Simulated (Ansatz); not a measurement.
(1) Predict a relaxed structure of (CuOH)2 ring (Cu₂O₂H₂), charge 0, singlet, at PBE-D4/def2-SVP (Ansatz).

## Answers

(1) 
```xyz
6

Cu    0.053    0.293    1.090
O    -1.552   -0.463    0.200
Cu   -0.052   -0.295   -1.090
O     1.552    0.464   -0.200
H    -1.732   -1.388    0.458
H     1.732    1.389   -0.458
```
Point group C2h (tolerance 0.1 Å). This is one stationary point.
